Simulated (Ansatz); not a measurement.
`F[SiH2][O][GeH3]`, relaxed with RKS PBE-D4/def2-SVP in Ansatz from a rough embedded geometry. The force threshold is 0.03 eV/Å; the program also tests the step.

Charge 0, multiplicity 1.

Start:

```xyz
9

F    -0.881   -2.658   -0.815
Si   -0.242   -1.369   -0.066
O    -0.650    0.031   -0.981
Ge    0.187    1.417   -0.020
H    -0.803   -1.251    1.306
H     1.221   -1.562    0.013
H     1.700    1.199    0.009
H    -0.422    1.493    1.393
H    -0.111    2.700   -0.838
```

```
         step  energy (eV)  largest force (eV/Å)  largest move (Å)
            1  -69212.7103                 1.663             0.000
            2  -69212.8888                 1.073             0.135
            3  -69212.9939                 0.426             0.138
            4  -69213.0415                 0.320             0.200
            5  -69213.0514                 0.074             0.080
            6  -69213.0519                 0.029             0.024
            7  -69213.0519                 0.032             0.022
            8  -69213.0520                 0.016             0.006
            9  -69213.0520                 0.006             0.002
           10  -69213.0520                 0.006             0.003
           11  -69213.0521                 0.025             0.015
12 (rejected)  -69213.0518                 0.266             0.197
           13  -69213.0531                 0.093             0.095
           14  -69213.0533                 0.237             0.098
           15  -69213.0553                 0.165             0.025
           16  -69213.0695                 0.086             0.200
17 (rejected)  -69213.0693                 0.267             0.195
           18  -69213.0773                 0.051             0.098
           19  -69213.0831                 0.143             0.097
           20  -69213.0840                 0.348             0.147
           21  -69213.1050                 0.114             0.156
           22  -69213.1101                 0.033             0.106
23 (rejected)  -69213.1079                 0.294             0.193
           24  -69213.1132                 0.072             0.094
           25  -69213.1134                 0.142             0.082
           26  -69213.1145                 0.077             0.013
           27  -69213.1151                 0.009             0.025
```

End:

```xyz
9

F    -0.579   -1.833   -1.468
Si   -0.270   -1.538    0.113
O    -0.588    0.047    0.471
Ge    0.213    1.595   -0.011
H    -1.194   -2.382    0.931
H     1.179   -1.866    0.330
H     1.712    1.304   -0.294
H     0.033    2.540    1.200
H    -0.507    2.133   -1.271
```

Run time 30 s (4 threads of an Arm Neoverse V2 on a shared host); peak host memory 0.14 GiB.
